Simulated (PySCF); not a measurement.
## Iron: highly charged ions in a basis for the neutral atom

Fe²²⁺ [He] 2s2, Fe²³⁺ [He] 2s1. All numbers are calculated (PySCF 2.14, no relativity, point nucleus, in aug-cc-pVDZ). No spin-orbit coupling, so a gap to NIST mixes the basis error with missing relativistic terms.

Changed run: basis of the neutral atom used for a highly charged ion. This setting is unsound on purpose.

| species | method | sound run (hartree) | changed run (hartree) | converged |
| --- | --- | --- | --- | --- |
| Fe²²⁺ | UHF | not run | -804.28366 | yes |
| Fe²²⁺ | B3LYP | not run | -804.26593 | yes |
| Fe²²⁺ | TPSS | not run | -804.50227 | yes |
| Fe²³⁺ | UHF | not run | -733.80790 | yes |
| Fe²³⁺ | B3LYP | not run | -733.70185 | yes |
| Fe²³⁺ | TPSS | not run | -733.92036 | yes |

Ionisation energy of Fe²²⁺:

```json
{"method": "UHF", "changed run (eV)": "1917.7", "NIST (eV)": "1950.4 ± 1.8"}
{"method": "B3LYP", "changed run (eV)": "1920.1", "NIST (eV)": "1950.4 ± 1.8"}
{"method": "TPSS", "changed run (eV)": "1920.6", "NIST (eV)": "1950.4 ± 1.8"}
```

The contracted functions were made for the neutral atom and can be too rigid for a highly charged ion.
